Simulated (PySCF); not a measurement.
Ga(OH)(SiH3)2 (GaH7OSi2), SMILES [OH][Ga]([SiH3])[SiH3].

Geometry optimised at TPSSh-D3(BJ)/def2-SVP. One conformer was computed; it need not be the lowest.

Two levels are set side by side: TDDFT-PBE/def2-SVPD (PySCF) and TDDFT-PBE0/def2-SVPD (PySCF). Vertical, same geometry. The lowest singlet is HOMO→LUMO 99 % with PBE and HOMO→LUMO 99 % with the other functional; states are paired by order. Differences are taken from unrounded values.

```tsv
quantity	TDDFT-PBE0
lowest singlet excitation (eV)	4.16
lowest triplet excitation (TDA) (eV)	3.57
first bright state (f over 0.05) (eV)	6.25
its oscillator strength	0.46
```

### Question
What does TDDFT-PBE give, and how far is it from TDDFT-PBE0? (An estimate is asked for; the answer gives what the named calculation found.)

### Answer

| quantity | TDDFT-PBE | TDDFT-PBE minus TDDFT-PBE0 |
|---|---|---|
| lowest singlet excitation (eV) | 3.89 | -0.27 |
| lowest triplet excitation (TDA) (eV) | 3.39 | -0.18 |
| first bright state (f over 0.05) (eV) | 5.76 | -0.49 |
| its oscillator strength | 0.30 | -0.15 |

A lower first singlet is the usual sign of a functional without exact exchange. Differences between two approximate levels are no errors against the true value.

Rough cost on one machine, each run with all the roots and properties that it gave: TDDFT-PBE0 against TDDFT-PBE about 4 times.
